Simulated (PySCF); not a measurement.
**Orbital energies, ionisation energy and electron affinity**

Species: C8H11P.
Structure used (PBE0-D3(BJ)/def2-SVP), in Å, numbered top down from 1:
```xyz
20
C8H11P angstrom
C     -2.8359   -0.5472   -1.4096
C     -2.1926    0.3709   -0.3736
C     -0.6867    0.2649   -0.3620
C     -0.0746   -0.7707    0.3473
C      1.2969   -1.0032    0.3945
C      2.2495   -0.2191   -0.2719
C      3.7085   -0.5568   -0.1269
C      1.8481    0.8717   -1.0430
P      0.2228    1.4230   -1.2978
H     -3.9327   -0.4536   -1.3987
H     -2.5819   -1.6015   -1.2178
H     -2.4805   -0.3009   -2.4219
H     -2.4893    1.4134   -0.5747
H     -2.5792    0.1258    0.6304
H     -0.7214   -1.4518    0.9139
H      1.6527   -1.8484    0.9915
H      4.0623   -0.3360    0.8935
H      3.8909   -1.6272   -0.3082
H      4.3280    0.0195   -0.8277
H      2.6324    1.4548   -1.5404
```

Level: PBE0/def2-SVPD (PySCF). Frontier orbitals with their largest atomic shares (Löwdin; up to four atoms above 4 %):

```csv
orbital,ε (eV),main atoms
HOMO−3,-8.95,"C8 15 %, C3 15 %, P9 15 %, C2 14 %"
HOMO−2,-7.51,"P9 61 %, C3 12 %, C8 11 %, C4 5 %"
HOMO−1,-7.35,"C8 28 %, C4 20 %, C6 13 %, C3 10 %"
HOMO,-6.78,?
LUMO,-1.35,"P9 34 %, C5 17 %, C8 14 %, C3 14 %"
LUMO+1,-0.66,"C6 18 %, C4 18 %, C3 17 %, C8 16 %"
LUMO+2,0.74,"C7 18 %, C5 11 %, H16 9 %, C4 7 %"
```

What vertical ionisation energy does ΔSCF give, and how far is −ε(HOMO) from it?

ΔSCF: 8.44 eV (814 kJ/mol; threshold wavelength 147 nm); ⟨S²⟩ of the doublet left behind is 0.773, against 0.75 for a pure doublet. −ε(HOMO) is 6.77 eV, 1.67 eV below it. For the exact functional −ε(HOMO) would equal the first vertical ionisation energy; PBE0 (global hybrid, 25 % exact exchange) falls short of its own ΔSCF value by 20 %.

On which atoms does the HOMO lie?

P9 (phosphorus bonded to 2 C) 26 %, C3 (substituted aromatic carbon) 20 %, C5 (aromatic CH carbon) 17 %, C6 (substituted aromatic carbon) 12 %, so no atom holds as much as 40 %. The HOMO−1 lies 0.58 eV lower.

And the vertical electron affinity, the fundamental gap, Mulliken's electronegativity and the hardness (with the factor ½)?

EA = -0.27 eV by ΔSCF (−ε(LUMO) = 1.35 eV); a negative value means that the added electron isn't bound at this geometry and level, and the number then depends on the basis. IE − EA = 8.71 eV against an orbital gap of 5.42 eV; (IE + EA)/2 = 4.08 eV; (IE − EA)/2 = 4.35 eV.

What total energies stand behind the ΔSCF value?

E(N) = -652.00478 Eh and E(N − 1) = -651.69470 Eh at the same geometry, 0.31008 Eh apart. With one more electron, E(N + 1) = -651.99473 Eh.

The lowest singlet excitation (vertical TDDFT, same level) lies at 4.61 eV. How far is it below IE − EA?

IE − EA = 8.71 eV, so by 4.10 eV.

One conformer (not necessarily the lowest) at the PBE0-D3(BJ)/def2-SVP geometry, without solvent, vibrations or thermal averaging.

The run behind these numbers computed excited states and ΔSCF ions as well. The run took 8.1 min on an Arm Neoverse V1 with one thread, shared host, and the process peaked at 1.2 GiB of memory.
